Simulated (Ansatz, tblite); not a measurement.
Isomers of Nb3O5 (doublet), found by a short tight-binding search and relaxed with PBE0-D4/def2-SVP in Ansatz.

In the def2 sets Nb takes a core potential; there is no spin–orbit coupling. The xTB rows come from tblite.

Run but left out: HF/def2-TZVP, BHLYP-D4/def2-TZVP, MP2/def2-TZVP (A: ⟨S²⟩ 1.35 to 2.20, where a pure state has 0.75).

A: At r2SCAN-D4/def2-TZVP, PBE0-D4/def2-TZVP the charge 0 doublet is spin-contaminated (final ⟨S²⟩ up to 0.99, 0.75 for a pure state). It holds 1 O–O bond.

Other spin states were run for one of them alone.

A:

Cartesian coordinates in Å:
```
Nb -1.136 -0.482 1.068
Nb 0.996 -0.653 -0.378
Nb -0.432 1.741 0.566
O -2.006 1.038 -0.097
O -0.545 1.099 2.302
O 1.163 1.284 -0.392
O 0.315 -1.814 -1.715
O 1.645 -2.214 -1.354
```

B:

Cartesian coordinates in Å:
```
Nb 1.3575 -0.2958 0.7531
Nb -0.0317 0.0580 -1.6819
Nb -0.9922 1.6060 0.3739
O -1.1261 -1.1995 -1.9511
O -2.4125 0.7458 0.6527
O 0.4662 1.2031 1.5626
O 1.8053 -0.3074 -1.1016
O 0.9337 -1.8103 1.3923
```

Question: Estimate which lies lowest at each level, and how far above it the others are (kcal/mol).

Answer: 
| level | A | B |
| --- | --- | --- |
| GFN1-xTB | 76.2 | 0.0 |
| GFN2-xTB | 112.6 | 0.0 |
| LDA (SPW92)/def2-TZVP | 100.3 | 0.0 |
| PBE-D4/def2-TZVP | 107.8 | 0.0 |
| r2SCAN-D4/def2-TZVP | 110.5 | 0.0 |
| PBE0-D4/def2-TZVP | 108.6 | 0.0 |
Point groups (tolerance 0.1 Å): A not assigned, B not assigned. Lower isomers may exist.
